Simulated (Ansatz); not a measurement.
C$_{2}$H$_{7}$AlS$_{2}$. Charge 0, multiplicity 1. The bonds changed during the relaxation, so this is another structure than the one it started from.

Z-matrix (Å, degrees):
```
C
Al 1 1.954
H 1 1.095 2 111.4
H 1 1.095 2 109.5 3 117.7
H 1 1.092 2 113.4 3 -122.5
S 2 2.257 1 118.9 3 129.4
S 2 2.400 1 113.1 3 70.4
H 2 1.583 1 123.5 3 -66.3
C 7 1.805 2 105.5 1 11.7
H 9 1.092 7 106.7 2 -111.4
H 9 1.088 7 110.8 2 8.5
H 9 1.089 7 108.8 2 130.2
```

Task: What are the harmonic wavenumbers in cm⁻¹ at PBE0-D4/def2-TZVP (Ansatz, finite differences of forces, unscaled)? (Estimate.)

Result: The calculation gave: 66, 122, 140, 156, 188, 238, 272, 409, 461, 526, 558, 656, 666, 715, 740, 969, 974, 1217, 1337, 1439, 1445, 1450, 1463, 1931, 3036, 3063, 3109, 3130, 3160, 3182.

Task: Is this a minimum?

Result: Yes, all 30 modes are real.

Task: Give the ideal-gas thermochemistry at 298.15 K and 1 bar (rigid rotor, harmonic oscillator; point group C1, symmetry number 1).

Result: Zero-point energy 220.2 kJ/mol; H(298) − E = 245.6 kJ/mol; entropy 380.8 J/(mol·K), of which translation 168.8, rotation 116.7, vibration 95.3; G(298) − E = 132.0 kJ/mol. Modes under 100 cm⁻¹ are hindered rotations or soft bends, so the harmonic entropy is rough.

Task: And at 400, 500, 600, 800 and 1000 K?

Result: 
```json
{"T (K)": "400", "H − E (kJ/mol)": "259.9", "S (J/mol/K)": "422.1", "G − E (kJ/mol)": "91.1"}
{"T (K)": "500", "H − E (kJ/mol)": "275.9", "S (J/mol/K)": "457.7", "G − E (kJ/mol)": "47.0"}
{"T (K)": "600", "H − E (kJ/mol)": "293.5", "S (J/mol/K)": "489.7", "G − E (kJ/mol)": "-0.4"}
{"T (K)": "800", "H − E (kJ/mol)": "332.2", "S (J/mol/K)": "545.2", "G − E (kJ/mol)": "-104.0"}
{"T (K)": "1000", "H − E (kJ/mol)": "374.6", "S (J/mol/K)": "592.5", "G − E (kJ/mol)": "-217.9"}
```
